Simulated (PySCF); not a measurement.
PySCF 2.14 output of an unrestricted PW91 calculation on a single atom or ion in aug-cc-pCVTZ-DK, with the spin-free X2C one-electron Hamiltonian (Gaussian nucleus):

```
SCF conv_tol = 1e-09
number electrons alpha = 7  beta = 5
    J. P. Perdew. In P. Ziesche and H. Eschrig, editors, Proceedings of the 75. WE-Heraeus-Seminar and 21st Annual International Symposium on Electronic Structure of Solids, 11. Berlin, 1991. Akademie Verlag.
    J. P. Perdew, J. A. Chevary, S. H. Vosko, K. A. Jackson, M. R. Pederson, D. J. Singh, and C. Fiolhais.,  Phys. Rev. B 46, 6671 (1992)
    J. P. Perdew, J. A. Chevary, S. H. Vosko, K. A. Jackson, M. R. Pederson, D. J. Singh, and C. Fiolhais.,  Phys. Rev. B 48, 4978 (1993)
    J. P. Perdew. In P. Ziesche and H. Eschrig, editors, Proceedings of the 75. WE-Heraeus-Seminar and 21st Annual International Symposium on Electronic Structure of Solids, 11. Berlin, 1991. Akademie Verlag.
    J. P. Perdew, J. A. Chevary, S. H. Vosko, K. A. Jackson, M. R. Pederson, D. J. Singh, and C. Fiolhais.,  Phys. Rev. B 46, 6671 (1992)
    J. P. Perdew, J. A. Chevary, S. H. Vosko, K. A. Jackson, M. R. Pederson, D. J. Singh, and C. Fiolhais.,  Phys. Rev. B 48, 4978 (1993)
cycle= 1 E= -242.161135990754  delta_E= -0.00807  |g|= 0.0139  |ddm|= 0.897
cycle= 2 E= -242.16117090817  delta_E= -3.49e-05  |g|= 0.0093  |ddm|= 0.162
cycle= 3 E= -242.161180120913  delta_E= -9.21e-06  |g|= 0.000397  |ddm|= 0.0228
cycle= 4 E= -242.161180168287  delta_E= -4.74e-08  |g|= 2.91e-05  |ddm|= 0.0115
cycle= 5 E= -242.161180169489  delta_E= -1.2e-09  |g|= 9.31e-07  |ddm|= 0.00212
cycle= 6 E= -242.161180169491  delta_E= -2.07e-12  |g|= 2.9e-08  |ddm|= 9.33e-05
converged SCF energy = -242.161180169491  <S^2> = 2.000036  2S+1 = 3.000024
```

The run itself started from symmetry-adapted Hartree-Fock orbitals and held the occupation by maximum overlap, on a logarithmic radial grid, so the iterations belong to that start.

Problem. Which element, charge and spin multiplicity is this?

Solution. Al⁺ (aluminium, charge +1), multiplicity 3; the state was [Ne] 3s1 4s1, high-spin 3S determinant (an excited configuration).

The outer electron is Rydberg-like, and this basis confines it to a smaller radius and binds it less than a complete one would.
